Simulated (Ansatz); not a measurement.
A structure relaxed at PBE0-D4/def2-TZVP, charge 0, multiplicity 1:

Cartesian coordinates in Å:
```
C 0.250 2.262 0.490
O 0.130 1.054 -0.229
Si -0.960 -0.127 -0.001
I -0.950 -0.733 2.382
O -0.563 -1.400 -0.912
C 0.651 -2.121 -0.852
H -0.636 2.891 0.358
H 0.393 2.070 1.558
H 1.119 2.796 0.105
H -2.332 0.267 -0.367
H 1.500 -1.479 -1.098
H 0.593 -2.932 -1.579
H 0.802 -2.547 0.145
```

Give its formula and SMILES.

C2H7IO2Si, `CO[SiH](I)OC`.

Point group (tolerance 0.08 Å, 0.16 Å for H)?

C1.

Summarise the bond lengths by kind.

2 × C–O 1.411 to 1.414 Å; 6 × C–H 1.090 to 1.095 Å; 2 × O–Si 1.615 to 1.624 Å; 1 × I–Si 2.459 Å; 1 × H–Si 1.474 Å.

Computed with Ansatz.
